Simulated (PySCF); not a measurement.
Dipole moment and polarisability of TiH2Cl2

Species: TiH2Cl2 (singlet state).
Cartesian coordinates in Å at the PBE0-D3(BJ)/def2-SVP level; atoms count from 1:
```xyz
5
Cl2H2Ti angstrom
Ti     0.0165    0.0005    0.0233
H      0.0126   -0.0324    1.6926
H      1.6117    0.0141   -0.4585
Cl    -0.8314    1.8857   -0.5914
Cl    -0.8094   -1.8679   -0.6660
```

Level: wB97X-D/def2-SVPD (PySCF), static field, nuclei fixed, core orbitals frozen in the response. The polarisability tensor in these axes (au):

```
x   62.20 -0.18  2.48
y   -0.18 79.97  0.40
z    2.48  0.40 61.22
```

Task: Give the principal values, the mean and the anisotropy Δα = √{½[(α1 − α2)² + (α2 − α3)² + (α1 − α3)²]}.

Result: Principal values 59.17, 64.24 and 79.98 au; mean 67.79 au = 10.05 Å³ = 11.18 × 10⁻⁴⁰ C²·m²/J; Δα = 18.80 au (28 % of the mean).

Task: What is the dipole moment, and where does it point?

Result: (0.28, 0.00, 0.25) D, 0.38 D in size, pointing from the negative to the positive side. Measured along this direction, the outermost atoms are Cl4 and Cl5 at the negative end and H2 at the positive end.

Task: In a dilute gas of rigid molecules at 273 K, how does the orientational term μ²/3kT compare with the electronic polarisability?

Result: In Gaussian units μ²/3kT = 1.25 Å³ against 10.05 Å³, a ratio of 0.12; the Debye molar polarisation (4π/3)N_A(α + μ²/3kT) is 28.5 cm³/mol, leaving out the vibrational part.

Task: What depolarisation ratio follows for Rayleigh scattering of linearly polarised light, taking the static tensor?

Result: ρ = 3Δα²/(45ᾱ² + 4Δα²) = 1059.8/(206820 + 1413.0) = 0.00509.

Task: Along which axes do the principal values lie, and how far do the nuclei extend along each?

Result: Largest value along (-0.01, 1.00, 0.02), where the nuclei span 3.75 Å; middle along (0.77, -0.01, 0.63), 2.12 Å; least along (-0.63, -0.02, 0.77), 2.68 Å. The strongest response lies along the longest span, while the other two are in reverse order.

Task: What molar refraction does this α imply?

Result: Lorentz–Lorenz: R = (4π/3)N_A α = 2.5225 cm³/(mol·Å³) × 10.05 Å³ = 25.3 cm³/mol, in the limit of long wavelengths.

Geometry: PBE0-D3(BJ)/def2-SVP; no solvent, vibrations or thermal averaging.

These values come from a run that also computed excited states. Hardware: one thread of an Arm Neoverse V2, on a shared host. Cost: 6.3 s of wall time.
